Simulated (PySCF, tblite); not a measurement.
A database entry of computed molecular properties. Lists by class give the value and the number of equivalent atoms.

```json
{
 "formula": "C3H10F3NSi2",
 "smiles": "C[Si@](N)(C[SiH3])C(F)(F)F",
 "charge": 0,
 "multiplicity": 1,
 "geometry_level": "GFN2-xTB",
 "atoms_angstrom": [
  ["C", -1.647, -0.959, 0.835],
  ["Si", -0.599, 0.008, -0.424],
  ["N", -1.338, 0.445, -1.917],
  ["C", 1.106, -0.756, -0.726],
  ["Si", 2.352, -0.661, 0.72],
  ["C", -0.36, 1.771, 0.374],
  ["F", -1.483, 2.523, 0.309],
  ["F", -0.035, 1.717, 1.684],
  ["F", 0.605, 2.507, -0.212],
  ["H", -2.575, -0.439, 1.062],
  ["H", -1.908, -1.941, 0.45],
  ["H", -1.117, -1.105, 1.772],
  ["H", -1.561, -0.255, -2.604],
  ["H", -1.995, 1.208, -1.96],
  ["H", 0.968, -1.802, -0.998],
  ["H", 1.557, -0.275, -1.594],
  ["H", 1.756, -1.267, 1.914],
  ["H", 2.729, 0.725, 0.973],
  ["H", 3.536, -1.435, 0.334]
 ],
 "electronic_structure_code": "PySCF",
 "results": {
  "GFN2-xTB geometry": {
   "point_group": "C1",
   "rotational_constants_GHz": [1.319, 0.909, 0.746]
  },
  "PBE0/pcSseg-1 ground state and GIAO shieldings, non-relativistic": {
   "dipole_D": 3.63,
   "homo_eV": -7.57,
   "lumo_eV": 0.51,
   "shift_vs_computed_TMS_C_by_class_ppm": [
    [139.0, 1],
    [-0.1, 1],
    [-6.8, 1]
   ],
   "shift_vs_computed_TMS_H_by_class_ppm": [
    [4.04, 3],
    [0.69, 2],
    [0.3, 3],
    [0.17, 1],
    [-0.07, 1]
   ],
   "shielding_other_nuclei_by_class_ppm": [
    ["N", 249.0, 1],
    ["F", 254.4, 3],
    ["Si", 352.8, 1],
    ["Si", 424.0, 1]
   ],
   "charges_hirshfeld_e_by_atom": [-0.22, 0.41, -0.32, -0.25, 0.31, 0.16, -0.11, -0.1, -0.1, 0.04, 0.04, 0.04, 0.12, 0.12, 0.04, 0.05, -0.08, -0.08, -0.08]
  },
  "GFN2-xTB harmonic vibrations, gas phase": {
   "strongest_ir_bands_cm-1_km_per_mol_modes": [
    [793.8, 448.7, 1],
    [863.1, 235.2, 1],
    [1025.3, 250.3, 1],
    [2237.7, 396.4, 1],
    [2247.5, 235.9, 1],
    [2308.9, 259.7, 1]
   ],
   "zpe_kcal_per_mol": 79.2
  }
 }
}
```

The dipole equals about 12.1 × 10⁻³⁰ C·m (1 D = 3.33564 × 10⁻³⁰ C·m). The rotational constants make it an asymmetric top with κ = (2B − A − C)/(A − C) = -0.43, nearer the prolate limit (−1). The zero-point energy, half the sum of the 51 harmonic wavenumbers, equals 27710 cm⁻¹ or 331 kJ/mol.

 NMR classes are plain means over equivalent atoms (diastereotopic ones count apart unless rotation or inversion swaps them), as if these changed places fast; in this geometry the members of some classes differ.

For the NMR shielding job (PBE0/pcSseg-1), hardware: one thread, Arm Neoverse V1 (aarch64), no GPU, shared host with 32 logical CPUs at a one-minute load of 24. Cost: 58 s wall (with the writing of density and orbital grids), 1.0 GiB resident at most.

Shape of the structure used: `[CH3:1][Si@:2]([NH2:3])([CH2:4][SiH3:5])[C:6]([F:7])([F:8])[F:9]`: C1–Si2–C4–Si5 -69°, C1–Si2–C6–F7 -74°, H–N3–Si2–C1 -70°, H–N3–Si2–C1 76°.

One conformer stands for the species.
